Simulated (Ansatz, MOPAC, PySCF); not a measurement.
Torsion H4–N1–Ge2–Br3 in BrGeH2N (SMILES [NH2][Ge][Br]); at each angle all else is relaxed with GFN2-xTB, and the levels are single points there.
Geometry at 0° (charge 0, multiplicity 1):
```xyz
5

N     -0.7116     0.0049    -0.0667
Ge     0.7227    -1.0574    -0.3707
Br     1.9971     0.5969    -1.4690
H     -0.8363     0.9757    -0.3203
H     -1.5382    -0.3234     0.4088
```

On the grid 0° to 330°, 270° is the highest and 0° the lowest point at CCSD(T)/CBS(cc-pVTZ, cc-pVQZ).

Frozen-core correlation. Filled d and f shells under p-block atoms count as core. The state that AM1, PM7 reach isn't checked; PM7 holds dispersion and hydrogen-bond terms.

Run with Ansatz (Gaussian basis) for Hartree–Fock, density functionals and correlated methods; MOPAC for AM1, PM7 (differences of heats of formation); PySCF for the dispersion terms. Values without a source in brackets are computed.

```tsv
level	energy at 270° less that at 0° (kcal/mol)
AM1	13.85
PM7	9.18
PBE-D4/def2-TZVPP	11.73
BLYP-D4/def2-TZVPP	___
r2SCAN/def2-TZVPP	12.89
B3LYP-D3(BJ)/def2-TZVPP	11.79
PBE0-D4/def2-TZVPP	12.26
CCSD/cc-pVTZ	12.15
CCSD(T)/cc-pVDZ	12.66
```

Task: What belongs in the gaps?

Result: 
- BLYP-D4/def2-TZVPP, energy at 270° less that at 0° (kcal/mol): 11.26

Ansatz is an electronic-structure program.
